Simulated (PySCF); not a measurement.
**GeO2: PBE0 against B3LYP**

Base calculation in PySCF with density fitting and no spin–orbit coupling, PBE0/def2-TZVP (no relativity): singlet, D∞h, Ge–O 1.613 Å (×2); wavenumbers 216 (×2), 921, 1101 cm⁻¹; gap between the highest occupied and lowest empty levels 6.36 eV, polar-tensor charge of Ge 1.11 e, atomisation energy (no zero-point energy) 937 kJ/mol.

Problem. What changes on going to B3LYP/def2-TZVP (no relativity)?

Solution. The point group stays the same. Changes: mean bond to Ge +0.011 Å, highest wavenumber -33 cm⁻¹, lowest wavenumber -11 cm⁻¹, gap between the highest occupied and lowest empty levels -0.71 eV, polar-tensor charge of Ge -0.05 e, atomisation energy (no zero-point energy) +8 kJ/mol. The new structure has Ge–O 1.624 Å (×2), with wavenumbers 205 (×2), 891, 1068 cm⁻¹.

Each species is the lowest minimum found with this bonding; other isomers or fragments can lie lower.
